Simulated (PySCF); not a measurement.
Species: CH₇FO₂Si₂.
SMILES: `CO[Si@H](F)O[SiH3]`

Jobs on this species (13 atoms, 66 electrons) with PySCF (density fitting). Hardware of each: Arm Neoverse V1, one thread, shared host. Times come from a shared host and carry two figures at best. Peak memory is the resident size of the whole Python process, interpreter and libraries included.

```csv
level and settings,work,basis functions,SCF cycles,wall time,peak memory
"delta-SCF UKS HF, pcX-2 on the ionised atom, pcseg-1 elsewhere, spin-free X2C","ΔSCF core ionisation, 8 holes",169,?,?,?
"delta-SCF UKS PBE0, pcX-2 on the ionised atom, pcseg-1 elsewhere, spin-free X2C","ΔSCF core ionisation, 8 holes",169,111,74 s,0.73 GiB
"delta-SCF UKS SCAN, pcX-2 on the ionised atom, pcseg-1 elsewhere, spin-free X2C","ΔSCF core ionisation, 8 holes",169,125,55 s,0.64 GiB
"PBE0-D3(BJ)/def2-SVP, grid level 1",geometry optimisation from a GFN2-xTB start shaken at random,127,70,73 s,0.52 GiB
"delta-SCF UKS SCAN, def2-TZVP on the ionised atom, pcseg-1 elsewhere, spin-free X2C","ΔSCF core ionisation, 8 holes",146,121,50 s,0.51 GiB
"delta-SCF UKS SCAN, pcX-2 on the ionised atom, pcseg-1 elsewhere, non-relativistic","ΔSCF core ionisation, 8 holes",169,123,52 s,0.65 GiB
"delta-SCF UKS B3LYP, pcX-2 on the ionised atom, pcseg-1 elsewhere, spin-free X2C","ΔSCF core ionisation, 8 holes",169,113,77 s,0.70 GiB
"delta-SCF UKS PBE, pcX-2 on the ionised atom, pcseg-1 elsewhere, spin-free X2C","ΔSCF core ionisation, 8 holes",169,125,35 s,0.63 GiB
"delta-SCF UKS SCAN, pcX-1 on the ionised atom, pcseg-1 elsewhere, spin-free X2C","ΔSCF core ionisation, 8 holes",149,118,44 s,0.50 GiB
```

Question: Fill in the missing figures.

Answer: 
- delta-SCF UKS HF, pcX-2 on the ionised atom, pcseg-1 elsewhere, spin-free X2C; ΔSCF core ionisation, 8 holes: 46 s, 0.64 GiB, 103 SCF cycles

Question: What do all jobs in the table cost together?

Answer: About 8.4 min; the longest takes about 15 % of that, and about 2.2 times as long as the shortest.
